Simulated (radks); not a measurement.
Problem. Valence configurations of the promethium ion Pm+ (all share [Xe]). Method: non-relativistic Kohn-Sham, PBE, spin-polarised, spherical densities, point nucleus; open shells are filled with parallel spins first (spin-orbit coupling, left out, can overturn this in heavy ions); relativity is left out, which matters for an element this heavy; computed with a radial shooting solver on a logarithmic mesh with Libxc functionals. Order these by energy: 4f4.5 6s1.5; 4f4.5 6s1 6p0.5; 4f5 5d1; 4f4 6s1.5 6p0.5; 4f6; 4f4 5d1 6s1; 4f4 6s1 6p1; 4f5 6p1; 4f3 5d3; 4f5 6s1.

Solution. From the lowest, in eV above it: 4f6 0.000; 4f5 6s1 1.183; 4f5 5d1 1.461; 4f5 6p1 3.802; 4f4.5 6s1.5 4.482; 4f4.5 6s1 6p0.5 5.501; 4f4 5d1 6s1 7.619; 4f4 6s1.5 6p0.5 10.845; 4f4 6s1 6p1 11.871; 4f3 5d3 17.568. NIST lists [Xe] 4f5 6s1 as the ground configuration; this level of theory puts 4f6 lower, by 1.183 eV. The energies are those of spherical high-spin densities, not of single terms. Relativity is left out, which favours d and f over s occupation in heavy atoms.
